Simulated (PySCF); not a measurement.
Species: 3-methyl-2-pentanone, C₆H₁₂O.
Numbering: `[CH3:1][CH2:2][C@@H:3]([CH3:4])[C:5]([CH3:6])=[O:7]` (hydrogens: H8, H9, H10 on C1; H11, H12 on C2; H13 on C3; H14, H15, H16 on C4; H17, H18, H19 on C6)

The same species was optimised twice, with GFN2-xTB and with PBE0-D3(BJ)/def2-SVP (PySCF), and the same property calculations (PySCF, gas phase) were run on both structures.

```json
{"coordinate": "C2–C3 (Å)", "GFN2-xTB": "1.531", "PBE0-D3(BJ)/def2-SVP": "1.526", "change": "-0.005"}
{"coordinate": "C5=O7 (Å)", "GFN2-xTB": "1.204", "PBE0-D3(BJ)/def2-SVP": "1.208", "change": "+0.004"}
{"coordinate": "C1–C2 (Å)", "GFN2-xTB": "1.524", "PBE0-D3(BJ)/def2-SVP": "1.520", "change": "-0.004"}
{"coordinate": "C3–C5 (Å)", "GFN2-xTB": "1.523", "PBE0-D3(BJ)/def2-SVP": "1.526", "change": "+0.003"}
{"coordinate": "C3–C4 (Å)", "GFN2-xTB": "1.533", "PBE0-D3(BJ)/def2-SVP": "1.531", "change": "-0.002"}
{"coordinate": "C5–C6 (Å)", "GFN2-xTB": "1.508", "PBE0-D3(BJ)/def2-SVP": "1.507", "change": "-0.001"}
{"coordinate": "C3–C5–C6 (°)", "GFN2-xTB": "114.7", "PBE0-D3(BJ)/def2-SVP": "116.9", "change": "+2.2"}
{"coordinate": "C1–C2–C3 (°)", "GFN2-xTB": "111.8", "PBE0-D3(BJ)/def2-SVP": "113.7", "change": "+1.9"}
{"coordinate": "C3–C5–O7 (°)", "GFN2-xTB": "122.6", "PBE0-D3(BJ)/def2-SVP": "121.1", "change": "-1.5"}
{"coordinate": "C2–C3–C4 (°)", "GFN2-xTB": "110.8", "PBE0-D3(BJ)/def2-SVP": "111.8", "change": "+1.0"}
{"coordinate": "C6–C5–O7 (°)", "GFN2-xTB": "122.7", "PBE0-D3(BJ)/def2-SVP": "122.0", "change": "-0.7"}
{"coordinate": "C2–C3–C5 (°)", "GFN2-xTB": "110.6", "PBE0-D3(BJ)/def2-SVP": "111.1", "change": "+0.5"}
{"coordinate": "C4–C3–C5 (°)", "GFN2-xTB": "107.1", "PBE0-D3(BJ)/def2-SVP": "107.7", "change": "+0.6"}
{"coordinate": "C1–C2–C3–C4 (°)", "GFN2-xTB": "173", "PBE0-D3(BJ)/def2-SVP": "174", "change": "+1"}
{"coordinate": "C2–C3–C5–C6 (°)", "GFN2-xTB": "141", "PBE0-D3(BJ)/def2-SVP": "144", "change": "+3"}
```

Rotational constants: A = 3064, B = 2106, C = 1673 MHz (GFN2-xTB) against A = 3077, B = 2094, C = 1641 MHz (PBE0-D3(BJ)/def2-SVP). Point groups within 0.08 Å: C1 and C1.

On the GFN2-xTB structure: lowest singlet, TDDFT (eV) 4.48 [wB97X-D/def2-SVPD]; lowest triplet, Tamm–Dancoff (eV) 3.97 [wB97X-D/def2-SVPD]; isotropic polarisability (au) 74.9 [wB97X-D/def2-SVPD]; HOMO (eV) -9.07 [wB97X-D/def2-SVPD]; LUMO (eV) 1.44 [wB97X-D/def2-SVPD]; dipole (D) 2.86 [wB97X-D/def2-SVPD]; HOMO (eV) -7.10 [PBE0/pcSseg-1]; LUMO (eV) -0.30 [PBE0/pcSseg-1]; dipole (D) 2.72 [PBE0/pcSseg-1]; GIAO shielding of C1 (ppm) 171.5 [PBE0/pcSseg-1]; GIAO shielding of C2 (ppm) 156.3 [PBE0/pcSseg-1]; GIAO shielding of C3 (ppm) 134.9 [PBE0/pcSseg-1]; GIAO shielding of C4 (ppm) 165.0 [PBE0/pcSseg-1]; GIAO shielding of C5 (ppm) -31.9 [PBE0/pcSseg-1]; GIAO shielding of C6 (ppm) 152.7 [PBE0/pcSseg-1]; GIAO shielding of O7 (ppm) -315.5 [PBE0/pcSseg-1].

What do these properties become on the PBE0-D3(BJ)/def2-SVP structure?

```tsv
property	level	on GFN2-xTB	on PBE0-D3(BJ)/def2-SVP	change
lowest singlet, TDDFT (eV)	wB97X-D/def2-SVPD	4.48	4.44	-0.04
lowest triplet, Tamm–Dancoff (eV)	wB97X-D/def2-SVPD	3.97	3.92	-0.05
isotropic polarisability (au)	wB97X-D/def2-SVPD	74.9	76.0	+1.1
HOMO (eV)	wB97X-D/def2-SVPD	-9.07	-9.08	-0.01
LUMO (eV)	wB97X-D/def2-SVPD	1.44	1.40	-0.04
dipole (D)	wB97X-D/def2-SVPD	2.86	2.85	-0.01
energy, GFN2-xTB geometry as zero (kcal/mol)	wB97X-D/def2-SVPD	0.0	-1.0	-1.0
HOMO (eV)	PBE0/pcSseg-1	-7.10	-7.10	0.00
LUMO (eV)	PBE0/pcSseg-1	-0.30	-0.34	-0.04
dipole (D)	PBE0/pcSseg-1	2.72	2.72	0.00
energy, GFN2-xTB geometry as zero (kcal/mol)	PBE0/pcSseg-1	0.0	-0.7	-0.7
GIAO shielding of C1 (ppm)	PBE0/pcSseg-1	171.5	170.2	-1.3
GIAO shielding of C2 (ppm)	PBE0/pcSseg-1	156.3	155.8	-0.5
GIAO shielding of C3 (ppm)	PBE0/pcSseg-1	134.9	134.9	0.0
GIAO shielding of C4 (ppm)	PBE0/pcSseg-1	165.0	163.2	-1.8
GIAO shielding of C5 (ppm)	PBE0/pcSseg-1	-31.9	-32.5	-0.6
GIAO shielding of C6 (ppm)	PBE0/pcSseg-1	152.7	152.1	-0.6
GIAO shielding of O7 (ppm)	PBE0/pcSseg-1	-315.5	-329.9	-14.4
```

The heavy atoms differ by 0.044 Å rms after alignment. Among bonds between heavy atoms C1–C2, C2–C3 and C5=O7 change most and about equally (-0.005 to +0.004 Å). Changes are differences of the printed values. Neither structure is proved a minimum here.

Shape of the structure used: `[CH3:1][CH2:2][C@@H:3]([CH3:4])[C:5]([CH3:6])=[O:7]`: C1–C2–C3–C4 174°, C2–C3–C5–C6 144°.

Note: wB97X-D ran without an empirical dispersion term, which enters the total energy and its gradient alone.
